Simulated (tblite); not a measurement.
Compound: C5H11NOSi3.
Cartesian coordinates in Å at the GFN2-xTB level; atoms count from 1:
```
atom  x, y, z in Å
N1    -0.3800    0.3973   -3.5644
C2    -0.7357   -0.0556   -2.5729
Si3   -1.2403   -0.8220   -0.9400
C4    -1.8078    0.7322    0.1546
C5    -2.8345    0.0643    0.9383
O6    -2.5858   -0.7335    1.8204
C7    -0.5237    0.9344    0.9743
Si8    0.2250   -0.8328    0.9007
C9     2.0921   -0.9356    0.5243
Si10   2.8561    0.4103   -0.5875
H11   -2.3764   -1.6508   -1.3709
H12   -2.1750    1.6128   -0.3654
H13   -3.8812    0.2519    0.6330
H14    0.1172    1.6668    0.4831
H15   -0.7541    1.3120    1.9696
H16   -0.0929   -1.7340    2.0107
H17    2.2885   -1.9107    0.0791
H18    2.6216   -0.9372    1.4770
H19    2.0958    0.5019   -1.8325
H20    2.8308    1.6889    0.1294
H21    4.2514    0.0562   -0.8616
```

Method: GFN2-xTB as coded in tblite; computed harmonic values from a numerical Hessian at the method's own geometry, unscaled. The method is semi-empirical: single wavenumbers can be off by several per cent or more. Modes of hydrogen on silicon can be 10 to 20 % off. One conformer, not necessarily the lowest.

Harmonic wavenumbers (cm⁻¹): 30.5, 58.0, 62.2, 68.6, 91.3, 107.6, 126.8, 143.4, 212.7, 237.9, 282.4, 292.3, 323.8, 368.6, 378.7, 466.6, 494.1, 513.7, 539.6, 560.3, 616.8, 629.9, 657.8, 673.1, 690.8, 716.0, 749.1, 777.7, 782.1, 794.6, 802.6, 826.6, 898.5, 952.6, 1018.5, 1024.0, 1091.9, 1127.1, 1140.3, 1205.7, 1300.9, 1369.8, 1457.3, 1464.2, 1691.1, 2181.0, 2230.3, 2239.5, 2250.5, 2286.6, 2328.4, 2767.9, 2974.3, 2984.7, 2985.5, 2999.9, 3006.5.

A = 1070, B = 665.8, C = 480.4 MHz; mass 185.015 u (most abundant isotopes); point group C1, symmetry number 1.

**Question.** What is the zero-point energy?

**Answer.** Half the sum of the wavenumbers: 30527 cm⁻¹ = 87.28 kcal/mol.

**Question.** What is S at 273.15 K and 1 bar for an ideal gas of classical rigid rotors and harmonic oscillators?

**Answer.** Translation 41.14, rotation 30.96, vibration 45.24: S = 117.3 cal/(mol K).

**Question.** And Cp and H(273.15 K) − H(0)?

**Answer.** Cp = 50.76 cal/(mol K), of which vibrations give 42.81 (their classical limit is 57 R = 113.3); H(273.15 K) − H(0) = 8.41 kcal/mol without the zero-point energy, 6.24 from vibrations.

**Question.** Which modes carry the vibrational entropy at 273.15 K?

**Answer.** 30.5 cm⁻¹: 5.62; 58.0 cm⁻¹: 4.35; 62.2 cm⁻¹: 4.21; 68.6 cm⁻¹: 4.02; 91.3 cm⁻¹: 3.46; 107.6 cm⁻¹: 3.14 cal/(mol K); the other 51 give 20.43 together.

**Question.** How do the functions run with temperature in this model?

**Answer.** 
| T (K) | S (cal/(mol K)) | Cp (cal/(mol K)) | H − H(0) (kcal/mol) | G − H(0) (kcal/mol) | ln q(vib) |
| --- | --- | --- | --- | --- | --- |
| 50 | 65.5 | 18.1 | 0.62 | -2.66 | 1.25 |
| 100 | 80.6 | 26.1 | 1.73 | -6.33 | 3.60 |
| 298.15 | 121.9 | 53.9 | 9.72 | -26.63 | 12.31 |
| 373.15 | 135.0 | 62.3 | 14.09 | -36.27 | 15.38 |
| 500 | 154.8 | 73.4 | 22.73 | -54.67 | 20.33 |
| 750 | 187.6 | 88.0 | 43.04 | -97.62 | 29.18 |
| 1000 | 214.2 | 97.4 | 66.29 | -147.95 | 36.98 |

q(vib) and H(0) count from the zero-point level.

**Question.** What must be added to the electronic energy to get the Gibbs energy at 273.15 K and 1 bar?

**Answer.** ZPE + [H(273.15 K) − H(0)] − T·S = 87.28 + 8.41 − 32.05 = 63.64 kcal/mol.

**Question.** Blend soft modes into free rotors: weight 1/[1 + (100 cm⁻¹/ν̃)⁴] for the oscillator and the rest for a rotor with moment μB/(μ + B), μ = h/(8π²ν), B = 10⁻⁴⁴ kg m². What vibrational entropy results?

**Answer.** 40.45 cal/(mol K) in place of 45.24, which changes −T·S at 273.15 K by +1.31 kcal/mol.

Hindered rotation and anharmonicity are outside this model. Other conformers, if any are populated, would add a mixing term that is left out. The structure is chiral; the term R ln 2 for an equal mix with its mirror image is left out.

On one thread, Arm Neoverse V1 (aarch64), shared host with 32 logical CPUs at a one-minute load of 26, this took 1.4 s. This covers the Hessian and the dipole derivatives.
